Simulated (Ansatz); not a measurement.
Gas-phase electronic energies from Ansatz, PBE0-D4/def2-TZVP geometries. CCSD(T)/CBS adds triple-zeta CCSD(T) − MP2 to the extrapolated MP2 energy (def2 sets, frozen cores). DFT in def2-TZVPP. For Br outer-core shells are correlated without core-valence functions, which leaves a few kJ/mol of doubt a bond. Scalar relativity is left out up to krypton. Each species was taken in one conformer, which may not be the lowest.

Consider the formal exchange of groups at a C–Al bond: `[CH3][Al]([SiH3])[CH2]O` + `FBBr` → `OCB(F)Br` + `[CH3][AlH][SiH3]`.

Q: Is it downhill or uphill in electronic energy at CCSD(T)/CBS, and by how much? (Best estimate.)

A: Ansatz gave: Downhill: ΔE = -19.1 kJ/mol.

Q: What do these levels give: PBE-D4, PBE0-D4, ωB97M-V, B2PLYP, PBE, r2SCAN, MP2/def2-TZVPP, CCSD/def2-TZVPP, HF/def2-QZVPP, MP2/def2-QZVPP, HF/CBS(def2), MP2/CBS(def2)? (An estimate is asked.)

A: The calculation gave: PBE-D4 -22.4, PBE0-D4 -24.4, ωB97M-V -21.9, B2PLYP -18.5, PBE -21.9, r2SCAN -24.4, MP2/def2-TZVPP -19.1, CCSD/def2-TZVPP -20.5, HF/def2-QZVPP -21.5, MP2/def2-QZVPP -18.2, HF/CBS(def2) -21.4, MP2/CBS(def2) -17.9 kJ/mol.

Largest T1 diagnostic among the species: 0.011.
